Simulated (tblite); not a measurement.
Species: C₃H₁₀Si₂.
Structure used (GFN2-xTB), in Å, numbered top down from 1:
```xyz
15
C3H10Si2 angstrom
Si     2.8307   -0.2394    0.0566
C      1.1247    0.5314    0.1123
C      0.0612   -0.0012    0.7055
C     -1.3017    0.5887    0.7162
Si    -2.4663   -0.3891   -0.4421
H      2.7784   -1.6024    0.5898
H      3.3014   -0.2701   -1.3327
H      3.7703    0.5600    0.8513
H      0.9951    1.4902   -0.3800
H      0.1507   -0.9579    1.2061
H     -1.2634    1.6332    0.4025
H     -1.7095    0.5621    1.7286
H     -2.5412   -1.7767    0.0185
H     -1.9385   -0.3434   -1.8056
H     -3.7963    0.2227   -0.3915
```

All values are computed: GFN2-xTB (tblite) harmonic vibrations without scaling, gas phase. Against measured fundamentals such values can be off by several per cent, at times by over 20. Modes of hydrogen on silicon can be 10 to 20 % off. One conformer, not necessarily the lowest.

Harmonic wavenumbers (cm⁻¹): 56.2, 78.2, 106.8, 120.1, 207.5, 275.3, 381.1, 508.0, 528.9, 535.7, 556.5, 688.8, 750.3, 766.4, 780.1, 782.6, 785.1, 790.4, 796.5, 804.9, 854.3, 1020.3, 1061.9, 1118.2, 1184.9, 1261.3, 1313.9, 1463.1, 1670.0, 2222.7, 2233.2, 2250.7, 2256.6, 2264.8, 2275.5, 2961.1, 2978.4, 3011.1, 3037.5.

A = 9670, B = 991.2, C = 951.7 MHz; mass 102.032 u (most abundant isotopes); point group C1, symmetry number 1.

Zero-point energy?

½Σν̃ = 23369 cm⁻¹ = 66.82 kcal/mol.

Entropy at 298.15 K, 1 bar (ideal gas, RRHO, classical rotation)?

Translation 39.80, rotation 27.96, vibration 24.55: S = 92.3 cal/(mol K).

And Cp and H(298.15 K) − H(0)?

Cp = 34.02 cal/(mol K), of which vibrations give 26.07 (their classical limit is 39 R = 77.5); H(298.15 K) − H(0) = 6.22 kcal/mol without the zero-point energy, 3.85 from vibrations.

Which modes carry the vibrational entropy at 298.15 K?

56.2 cm⁻¹: 4.59; 78.2 cm⁻¹: 3.94; 106.8 cm⁻¹: 3.33; 120.1 cm⁻¹: 3.10; 207.5 cm⁻¹: 2.07; 275.3 cm⁻¹: 1.56 cal/(mol K); the other 33 give 5.98 together.

What must be added to the electronic energy to get the Gibbs energy at 298.15 K and 1 bar?

ZPE + [H(298.15 K) − H(0)] − T·S = 66.82 + 6.22 − 27.52 = 45.52 kcal/mol.

Blend soft modes into free rotors: weight 1/[1 + (100 cm⁻¹/ν̃)⁴] for the oscillator and the rest for a rotor with moment μB/(μ + B), μ = h/(8π²ν), B = 10⁻⁴⁴ kg m². What vibrational entropy results?

22.54 cal/(mol K) in place of 24.55, which changes −T·S at 298.15 K by +0.60 kcal/mol.

Hindered rotation and anharmonicity are outside this model. Other conformers, if any are populated, would add a mixing term that is left out. The structure is chiral; the term R ln 2 for an equal mix with its mirror image is left out.

Hardware: an Arm Neoverse N1 with one thread, no GPU, shared host with 64 logical CPUs at a one-minute load of 46. Cost: 0.64 s. The figure is for the frequency step alone.
